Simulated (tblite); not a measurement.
C₃H₈B₂F₃N.
Numbering: `[BH2:1][N:2]([CH2:3][BH:4][F:5])[CH2:6][CH:7]([F:8])[F:9]` (hydrogens: H10, H11 on B1; H12, H13 on C3; H14 on B4; H15, H16 on C6; H17 on C7)

Computed with GFN2-xTB (tblite), gas phase: L-BFGS steps from a force-field or distance-geometry start until the largest atomic force falls under 0.01 eV/Å.

Step 42: E = -820.7747 eV
```
atom  x, y, z in Å  |  force x, y, z in eV/Å
B1      0.4656    0.4678    1.7902   -0.014   0.007   0.061
N2     -0.1041   -0.0446    0.6338    0.115   0.054   0.182
C3     -1.5506   -0.0727    0.3988    0.125  -0.009  -0.030
B4     -2.1274    0.3513   -1.0162    0.056  -0.011   0.004
F5     -1.6879    1.4645   -1.5474    0.086   0.057  -0.221
C6      0.6760   -0.7638   -0.3560   -0.088   0.083   0.021
C7      1.8752    0.0244   -0.8902   -0.133  -0.045  -0.095
F8      2.8804    0.1045    0.0041    0.021   0.087  -0.137
F9      2.3974   -0.6460   -1.9526   -0.032   0.014  -0.067
H10    -0.2148    0.9916    2.5820   -0.111   0.062  -0.004
H11     1.6119    0.3525    1.9973   -0.115  -0.008  -0.067
H12    -1.9415   -1.0423    0.7130   -0.029  -0.161   0.080
H13    -1.9896    0.6767    1.0624   -0.049  -0.030   0.224
H14    -3.0003   -0.2117   -1.5714    0.066   0.092   0.022
H15     0.0321   -0.9654   -1.2136    0.056  -0.174  -0.162
H16     1.0692   -1.7091    0.0397   -0.073  -0.011   0.029
H17     1.6016    1.0344   -1.2385    0.120  -0.005   0.160
```

Step 43: E = -820.7939 eV
```
atom  x, y, z in Å  |  force x, y, z in eV/Å
B1      0.4552    0.4730    1.7978   -0.051   0.012  -0.012
N2     -0.1075   -0.0411    0.6389    0.084  -0.038   0.057
C3     -1.5559   -0.0812    0.4058    0.239  -0.011  -0.003
B4     -2.1101    0.3410   -1.0141    0.103   0.200   0.018
F5     -1.6384    1.4394   -1.5521    0.140   0.049  -0.189
C6      0.6756   -0.7615   -0.3536   -0.086   0.089   0.069
C7      1.8715    0.0246   -0.9036   -0.141  -0.023   0.024
F8      2.8897    0.0923   -0.0220    0.046   0.036  -0.113
F9      2.3724   -0.6464   -1.9779   -0.080   0.132   0.000
H10    -0.2490    0.9627    2.5948    0.006   0.053  -0.023
H11     1.6088    0.3887    1.9741   -0.124   0.009   0.016
H12    -1.9448   -1.0496    0.7268   -0.021  -0.144   0.064
H13    -1.9916    0.6730    1.0657   -0.090  -0.034   0.213
H14    -2.9964   -0.1743   -1.5730   -0.104  -0.092  -0.053
H15     0.0361   -0.9778   -1.2137    0.053  -0.154  -0.056
H16     1.0724   -1.6993    0.0608   -0.075   0.032  -0.055
H17     1.6052    1.0489   -1.2194    0.100  -0.116   0.045
```

Step 44: E = -820.8038 eV
```
atom  x, y, z in Å  |  force x, y, z in eV/Å
B1      0.4478    0.4772    1.8010   -0.072   0.013  -0.039
N2     -0.1094   -0.0377    0.6405    0.044  -0.067   0.012
C3     -1.5572   -0.0857    0.4108    0.183  -0.003   0.030
B4     -2.0993    0.3397   -1.0114    0.102   0.257  -0.009
F5     -1.6037    1.4261   -1.5561    0.136   0.003  -0.149
C6      0.6742   -0.7584   -0.3515   -0.055   0.039   0.050
C7      1.8682    0.0238   -0.9115   -0.092  -0.004   0.083
F8      2.8975    0.0844   -0.0409    0.044   0.000  -0.084
F9      2.3562   -0.6437   -1.9947   -0.113   0.168   0.035
H10    -0.2696    0.9455    2.6006    0.061   0.060  -0.024
H11     1.6031    0.4088    1.9624   -0.089   0.020   0.062
H12    -1.9464   -1.0557    0.7351    0.016  -0.081   0.022
H13    -1.9962    0.6685    1.0718   -0.071  -0.073   0.167
H14    -2.9933   -0.1561   -1.5722   -0.138  -0.121  -0.064
H15     0.0422   -0.9879   -1.2161    0.034  -0.122   0.030
H16     1.0713   -1.6908    0.0761   -0.057   0.029  -0.097
H17     1.6077    1.0542   -1.2085    0.065  -0.118  -0.024
```

**Question.** Estimate the geometry and energy of step 45. (The exact step hangs on the optimiser's Hessian estimate; all steps are aligned on step 44, rigid shifts and turns removed.)

**Answer.** E = -820.8143 eV, largest force 0.219 eV/Å
```
atom  x, y, z in Å  |  force x, y, z in eV/Å
B1      0.4388    0.4818    1.8038   -0.044   0.024  -0.022
N2     -0.1113   -0.0328    0.6428   -0.033  -0.087  -0.058
C3     -1.5566   -0.0889    0.4157    0.046   0.012   0.054
B4     -2.0880    0.3462   -1.0087    0.067   0.199  -0.034
F5     -1.5659    1.4140   -1.5669    0.124  -0.029  -0.098
C6      0.6720   -0.7538   -0.3472    0.007  -0.038   0.013
C7      1.8637    0.0220   -0.9181   -0.005   0.018   0.117
F8      2.9097    0.0774   -0.0659    0.021  -0.048  -0.024
F9      2.3347   -0.6396   -2.0124   -0.137   0.165   0.044
H10    -0.2883    0.9270    2.6063    0.078   0.088   0.000
H11     1.5942    0.4289    1.9532   -0.024   0.027   0.098
H12    -1.9467   -1.0638    0.7375    0.070   0.012  -0.044
H13    -2.0024    0.6579    1.0848   -0.037  -0.110   0.105
H14    -2.9882   -0.1415   -1.5698   -0.122  -0.088  -0.048
H15     0.0510   -0.9993   -1.2175   -0.007  -0.080   0.116
H16     1.0662   -1.6791    0.0959   -0.010  -0.015  -0.129
H17     1.6101    1.0558   -1.1981    0.005  -0.049  -0.091
```

The energy changes by -0.0105 eV. The first-order estimate −F·Δx gives -0.0153 eV and the mean of the old and new forces, exact on a quadratic surface, -0.0105 eV. The step makes an angle of 72° with the force vector and moves no atom by more than 0.041 Å.

The cost below is that of the whole relaxation. Hardware: Arm Neoverse N1, one thread, no GPU, shared host. Cost: 1.4 s wall.
